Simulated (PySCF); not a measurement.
## LiAs: from constants to spectrum

UHF-CCSD(T) constants of LiAs, ³Σ⁻ (triplet), unpaired electrons π ↑↑ (PySCF, no relativity, basis sets Li pcseg-1, As pcseg-1; masses 7.0160 and 74.9216 u):

```
ωe              : 423.3 cm⁻¹
ωexe            : 3.05 cm⁻¹
Be              : 0.42937 cm⁻¹
αe              : 0.00449 cm⁻¹
D (centrifugal) : 1.77e-06 cm⁻¹
De to Li + As   : 1.24 eV
```

**Question.** Give the vibrational terms G(v) and spacings up to v = 6.

**Answer.** G(v) = ωe(v+½) − ωexe(v+½)².

```json
{"v": "0", "G(v) (cm⁻¹)": "211", "G(v) − G(v−1)": "", "Bv (cm⁻¹)": "0.4271"}
{"v": "1", "G(v) (cm⁻¹)": "628", "G(v) − G(v−1)": "417", "Bv (cm⁻¹)": "0.4226"}
{"v": "2", "G(v) (cm⁻¹)": "1039", "G(v) − G(v−1)": "411", "Bv (cm⁻¹)": "0.4181"}
{"v": "3", "G(v) (cm⁻¹)": "1444", "G(v) − G(v−1)": "405", "Bv (cm⁻¹)": "0.4137"}
{"v": "4", "G(v) (cm⁻¹)": "1843", "G(v) − G(v−1)": "399", "Bv (cm⁻¹)": "0.4092"}
{"v": "5", "G(v) (cm⁻¹)": "2236", "G(v) − G(v−1)": "393", "Bv (cm⁻¹)": "0.4047"}
{"v": "6", "G(v) (cm⁻¹)": "2623", "G(v) − G(v−1)": "387", "Bv (cm⁻¹)": "0.4002"}
```

**Question.** How well does the Morse estimate ωe²/(4ωexe) reproduce De, and what is D0?

**Answer.** It gives 1.82 eV, 147 % of the computed De. D0 = De − G(0) = 1.24 − 0.03 = 1.21 eV.

Correlated steps freeze 9 core orbitals. Correlated levels converge slowly with the basis: in double zeta they bind strong bonds too weakly, by up to about 1 eV, and carry superposition errors of some tenths. Spin–orbit coupling is left out. The state was picked by a PBE0 search and need not be the measured ground state.
